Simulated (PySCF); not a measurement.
C3H4O2Si, SMILES C=C1OC(=O)[SiH2]1.

Geometry optimised at PBE0-D3(BJ)/def2-SVP. The structure was generated by enumeration, and PubChem lists no compound with its InChIKey, so it may never have been made.

Calculation: TDA-ωB97X/def2-SVPD in PySCF 2.14.0.

Vertical excitations. Isolated molecule, no solvent. State labels are in the subgroup Cs.

Q: List the lowest excited states. (The exact figures need the calculation; the answer reports its results.)

A: 
```csv
state,symmetry,energy (eV),λ (nm),f,main pairs
S1,A",5.02,247,0.007,"HOMO−1→LUMO 72 %, HOMO−1→LUMO+2 23 %"
S2,A',6.34,195,0.022,HOMO→LUMO 94 %
S3,A",6.42,193,0.005,HOMO→LUMO+1 94 %
S4,A',6.83,182,0.066,HOMO−1→LUMO+1 85 %
S5,A",7.09,175,0.001,"HOMO−1→LUMO+2 67 %, HOMO−1→LUMO 24 %"
S6,A",7.25,171,0.004,HOMO−2→LUMO 90 %
S7,A',7.28,170,0.677,HOMO→LUMO+2 81 %
S8,A",7.56,164,0.019,"HOMO→LUMO+3 68 %, HOMO→LUMO+4 18 %"
S9,A",7.89,157,0.000,HOMO−2→LUMO+2 83 %
S10,A',7.95,156,0.022,"HOMO−1→LUMO+3 73 %, HOMO−1→LUMO+4 12 %"
T1,A',4.07,305,0,"HOMO→LUMO+2 50 %, HOMO→LUMO 41 %"
T2,A",4.31,288,0,"HOMO−1→LUMO 71 %, HOMO−1→LUMO+2 25 %"
T3,A',5.42,229,0,"HOMO→LUMO 39 %, HOMO→LUMO+2 33 %, HOMO−3→LUMO 10 %, HOMO−4→LUMO 9 %"
T4,A',6.23,199,0,HOMO−1→LUMO+1 86 %
```
Triplets are in the Tamm–Dancoff approximation.
